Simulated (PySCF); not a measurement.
A structure optimised at B3LYP-D3(BJ)/def2-TZVP, used in a PySCF frequency run:

```xyz
8

B      0.0809     0.7239     0.0000
H      0.0362     1.9137     0.0000
P     -0.1120    -0.1400    -1.6608
H      0.7662     0.6244    -2.4582
H      0.6934    -1.2903    -1.5124
P     -0.1120    -0.1400     1.6608
H      0.6934    -1.2903     1.5124
H      0.7662     0.6244     2.4582
```

Question: Write its SMILES, formula and point group.

Answer: PBP, BH5P2, Cs

Question: What are its rotational constants (standard atomic weights)?

Answer: 28.728, 2.6531, 2.4965 GHz
